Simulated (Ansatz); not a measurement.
A made-up structure of Al2NH3S, singlet:

```xyz
7
angstrom
S -2.3284 1.5406 -0.7714
Al -0.3498 0.6084 -0.6197
N 0.3327 -0.5637 0.5669
Al 1.7926 -0.3863 -0.4729
H -1.0172 1.8436 -1.2021
H 0.0642 -1.0757 1.3972
H 3.2474 -1.0193 -0.4293
```

It is relaxed with PBE-D4/def2-SVP and then PBE0-D4/def2-TZVP (Ansatz 0.2.0). Atoms count as bonded within 1.22 times the sum of their covalent radii (H–H: 0.88 Å). The end point is not checked to be a true minimum.

Q: Does its bonding change? (Judge from chemistry; the calculation decides.)

A: Computed: Yes. Formed: none; broken: Al2–H5.

Where it ends: The first stage lowers the energy by 1.37 eV in 9 steps. It ends as Al₂NH₃S ([SH][Al]1[NH][AlH]1):
S1  (-2.123, 1.590, -0.630)
Al2  (-0.172, 0.601, -0.523)
N3  (0.417, -0.678, 0.599)
Al4  (1.923, -0.496, -0.368)
H5  (-1.744, 2.353, -1.670)
H6  (0.091, -1.232, 1.380)
H7  (3.349, -1.191, -0.320)
(Å)

Labels in which every atom is bracketed show which atoms are joined, not bond orders.

For scale, one of the runs: PBE0-D4/def2-TZVP relaxation, 160 basis functions, launched by `ansatz run in.yaml --threads 2 --pin off --events-out ev --progress --plain --max-ram 4352MiB`. Hardware: 2 CPU threads of an Arm Neoverse V1, shared host. Wall time about 36 s.
